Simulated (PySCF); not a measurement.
# A ladder of Hamiltonians for Sn⁴⁸⁺ (tin, charge +48)

Occupied: 1s1/2. Hartree-Fock calculated with PySCF 2.14 in an even-tempered Gaussian basis (19 s from 8.8 bohr⁻², ratio 2.3; 14 p from 11 bohr⁻², ratio 2.3), Gaussian nucleus throughout. NR is non-relativistic, sf-X2C the spin-free one-electron X2C Hamiltonian, X2C adds the bare one-electron spin-orbit term, X2C-SNSO screens it by Boettger's factors, DC is four-component Dirac-Coulomb, and the Gaunt and Breit terms are added at first order (total energies over the DC spinors, levels after relaxing the spinors in that mean field). QED terms are absent. Levels marked empty are virtual spinors of this ion.

```csv
Hamiltonian,E (hartree),E − E(DC) (hartree),CPU seconds
NR,-2468.7961,87.5112,0.37
sf-X2C,-2555.4738,0.8335,0.22
X2C,-2555.4738,0.8335,0.22
X2C-SNSO,-2555.4738,0.8335,0.22
DC,-2556.3073,0.0000,3.8
DC+Gaunt,-2554.6054,1.7019,6.3
DC+Breit,-2554.6054,1.7019,53
```

Problem. Give the 2p spin-orbit interval with each Hamiltonian that has one.

Solution. X2C 280.6; X2C-SNSO 274.7; DC 271.5; DC+Gaunt 266.4; DC+Breit 266.4 (eV).

```csv
level (eV),NR,sf-X2C,X2C,X2C-SNSO,DC,DC+Gaunt,DC+Breit
1s1/2,-33167.5,-34313.4,-34313.4,-34313.4,-34335.8,-34290.0,-34290.0
2s1/2 (empty),-7968.8,-8313.6,-8313.6,-8313.6,-8315.9,-8310.9,-8311.5
2p1/2 (empty),-7875.8,-8019.2,-8212.9,-8208.8,-8207.3,-8196.8,-8198.4
2p3/2 (empty),-7875.8,-8019.2,-7932.4,-7934.0,-7935.8,-7930.4,-7932.0
3s1/2 (empty),-3519.4,-3639.8,-3639.8,-3639.8,-3640.4,-3639.0,-3639.2
```

Weight of the small component: 1s1/2 0.0340, 2s1/2 0.00817, 2p1/2 0.00812, 2p3/2 0.00784, 3s1/2 0.00358.

Koopmans' value for the highest occupied level at DC+Breit: 34290.0 eV, against an ionisation energy of 34257.1 eV (theoretical estimate listed by NIST; NIST Atomic Spectra Database, ionization energies); the former lacks relaxation, correlation, QED and recoil.

The whole ladder took 65 s of wall time on 1 thread of Neoverse-V1 (shared host), launched as `OMP_NUM_THREADS=1 python relrun2.py TASK.json OUT` (a driver that calls PySCF for each Hamiltonian).
